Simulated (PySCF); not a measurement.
**YP: from constants to spectrum**

RHF-CCSD(T) constants of YP, ¹Σ⁺ (singlet), closed shell (Y def2-TZVPP with ECP28, P def2-TZVPP; scalar-relativistic core potentials (PySCF 2.14); masses 88.9058 and 30.9738 u):

| Quantity | Value |
| --- | --- |
| ωe | 446.5 cm⁻¹ |
| ωexe | 1.39 cm⁻¹ |
| Be | 0.13282 cm⁻¹ |
| αe | 0.000444 cm⁻¹ |
| D (centrifugal) | 4.7e-08 cm⁻¹ |
| De to Y (4d1 5s2) + P | 2.83 eV |

Q: Give the vibrational terms G(v) and spacings up to v = 3.

A: G(v) = ωe(v+½) − ωexe(v+½)².

| v | G(v) (cm⁻¹) | G(v) − G(v−1) | Bv (cm⁻¹) |
| --- | --- | --- | --- |
| 0 | 223 |  | 0.1326 |
| 1 | 667 | 444 | 0.1322 |
| 2 | 1108 | 441 | 0.1317 |
| 3 | 1546 | 438 | 0.1313 |

A state of this spin cannot dissociate to the ground-state fragments, so its own limit lies higher than the one that De refers to.

Correlated steps freeze 5 core orbitals. Spin–orbit coupling is left out, which matters for elements this heavy, above all for dissociation energies. Where the molecule has an RHF reference, its open-shell atoms are computed with UHF. The CCSD T1 diagnostic is raised, a sign that a single reference may not be enough here.
